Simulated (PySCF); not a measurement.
H3O4P, charge -1, doublet, geometry from GFN2-xTB (a state made from the parent by changing its charge; the spin is typed, not shown lowest) (in this run its highest filled SCF level lies above zero, so its values depend strongly on the basis, on diffuse functions most of all). Base run: PySCF with PBE/def2-SV(P).

PySCF was given this input:
```python
from pyscf import gto, scf, dft

mol = gto.M(
    atom='''
O     0.657389    0.789943    1.571700
P     0.055380   -0.139660    0.159987
O     1.302398   -0.335487   -0.637607
O    -1.189929   -1.283829   -0.808857
O    -0.811822    1.160527   -0.360885
H     1.599345    0.733667    1.432794
H    -0.646154   -2.042971   -1.001156
H    -1.448186    0.754976   -0.946247
''',
    basis='def2-sv(p)',
    charge=-1,
    spin=1,
    verbose=4,
)

mf = dft.UKS(mol)
mf.xc = 'pbe'
mf.kernel()
mf.analyze()
```

Variants of this job, named by their change:

```json
[
 {"change": "base", "ΔE vs base (mEh)": "0.000", "fitting functions": "-"},
 {"change": "auxbasis = default (with mf = mf.density_fit())", "ΔE vs base (mEh)": "-0.306", "fitting functions": "280"},
 {"change": "auxbasis = autoaux", "ΔE vs base (mEh)": "-0.463", "fitting functions": "623"},
 {"change": "auxbasis = def2-universal-jkfit", "ΔE vs base (mEh)": "-0.096", "fitting functions": "490"},
 {"change": "auxbasis = even-tempered beta=2.0", "ΔE vs base (mEh)": "-0.266", "fitting functions": "670"},
 {"change": "auxbasis = even-tempered beta=3.0", "ΔE vs base (mEh)": "-1.504", "fitting functions": "465"},
 {"change": "auxbasis = def2-svp-ri", "ΔE vs base (mEh)": "-581.1", "fitting functions": "296"},
 {"change": "auxbasis = cc-pvtz-ri", "ΔE vs base (mEh)": "-13.465", "fitting functions": "536"},
 {"change": "auxbasis = def2-tzvp-ri", "ΔE vs base (mEh)": "-15.580", "fitting functions": "462"},
 {"change": "auxbasis = cc-pvdz-jkfit", "ΔE vs base (mEh)": "-0.200", "fitting functions": "461"}
]
```

A fitting set is made for a task (jfit for Coulomb, jkfit for Coulomb and exchange, ri for correlation) and for a family of orbital bases.

Open shells are given as the SCF converged; they aren't shown to be the lowest states, and a large step between rows can be another state.
